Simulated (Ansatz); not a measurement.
F₃Ga, charge -1, doublet, at a GFN2-xTB geometry (such geometries of metal compounds can be far from the true shape) (a state made from the parent by changing its charge; the spin is typed, not shown lowest) (a gas-phase anion, which may not be bound at this level). Base run: CAM-B3LYP/3-21G (Ansatz, an electronic-structure program).

Here is a job for Ansatz.
Ansatz 0.2 input:
```yaml
crystal:
  periodic: [false, false, false]
  atoms:
    - {symbol: Ga, position_ang: [-0.01722873, -0.01289214, 0.01677559]}
    - {symbol: F, position_ang: [-1.70650775, -1.08516163, 0.06884693]}
    - {symbol: F, position_ang: [-0.00265406, 1.82219157, -0.78423006]}
    - {symbol: F, position_ang: [1.67419195, -0.80060532, 0.73468508]}
basis:
  gaussian:
    orbitals: 3-21G.json
hamiltonian:
  xc: cam_b3lyp
total_charge: -1
magnetization: {spin_polarized: true, initial_magnetization: 1}
```
The basis file holds 3-21G in the JSON format of the Basis Set Exchange.

Each row names what was changed in the base input (with any setting that the change needs).

| change | basis functions | E (Eh) | core-seconds (rough) |
|---|---|---|---|
| base | 50 | -2213.42782 | 2 |
| basis = STO-3G | 33 | -2197.14147 | 10 |
| basis = pcseg-0 | 49 | -2221.27778 | 2 |
| basis = 6-31G | 56 | -2224.16407 | 3 |
| basis = pcseg-1 | 69 | -2224.30914 | 2 |
| basis = 6-31G** | 80 | -2224.25757 | 3 |
| basis = aug-cc-pVDZ | ? | ? | 6 |
| basis = pc-2 | 133 | -2224.77554 | 6 |
| basis = def2-TZVPP | 141 | -2224.71908 | 5 |
| basis = def2-TZVP | 141 | -2224.71908 | 5 |
| basis = aug-cc-pVTZ | 197 | -2224.75171 | 10 |
| basis = cc-pVQZ | ? | ? | 10 |
| basis = def2-QZVPP | ? | ? | 20 |

### Question
Fill in the missing entries.

### Answer

- basis = aug-cc-pVDZ, basis functions: 105
- basis = aug-cc-pVDZ, E (Eh): -2224.60306
- basis = cc-pVQZ, basis functions: 233
- basis = cc-pVQZ, E (Eh): -2224.77230
- basis = def2-QZVPP, basis functions: 260
- basis = def2-QZVPP, E (Eh): -2224.78693

Totals compare only among sets that treat the same electrons; sets with core potentials leave the core out.

A gas-phase anion may not be bound at this level; its values then depend on the basis.
